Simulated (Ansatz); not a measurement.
Reaction (atomization): `B1C=NCS1` → B• + 2 C• + 4 H• + N• + S•

Calculated with Ansatz (gas phase, PBE0-D4/def2-TZVP geometries, no zero-point term in ΔE). CCSD(T)/CBS is the MP2 limit (def2-TZVPP, def2-QZVPP) plus CCSD(T) − MP2 in def2-TZVPP, frozen cores. This one scheme is used for every species, atoms too. Functionals use def2-TZVPP. No spin–orbit coupling; open shells (•) take unrestricted orbitals. Spin–orbit coupling would lower the free atoms: a little for B, C, S.

CCSD(T)/CBS gives +37.80 eV.

(1) Another level gave +37.52 eV. Which?
A. r2SCAN0-D4/def2-TZVPP
B. PBE0-D4/def2-TZVPP
C. SCS-MP2/def2-TZVPP
D. B97M-V/def2-TZVPP

Largest T1 diagnostic among the species: 0.017.

Results:

(1) A. r2SCAN0-D4 37.52, SCS-MP2/def2-TZVPP 37.36, PBE0-D4 38.57, B97M-V 38.29 eV.

From r2SCAN to r2SCAN0 (25 % exact exchange), in def2-TZVPP and without D4, ΔE moves by −0.79 eV: exact exchange takes away binding that semilocal exchange gives to molecules. The D4 term adds +0.36 eV with B3LYP and +0.18 eV with PBE0; it sums over pairs of atoms, weighted by their polarisabilities, and B3LYP, whose exchange is more repulsive, gets the larger term. At CCSD(T), def2-SVP lies −1.89 eV from the extrapolated value and def2-TZVPP −1.06 eV: correlation converges slowly with the basis, and small sets miss more of it in the bonded molecule than in its fragments.

B3LYP here is the variant with VWN-RPA as its local correlation; programs differ in this.

For atomizations the MP2-based limit and the directly extrapolated one differ by several kJ/mol either way, and by 10 to 25 for some Ge, Se and Sn compounds, so smaller differences from it don't rank the levels.
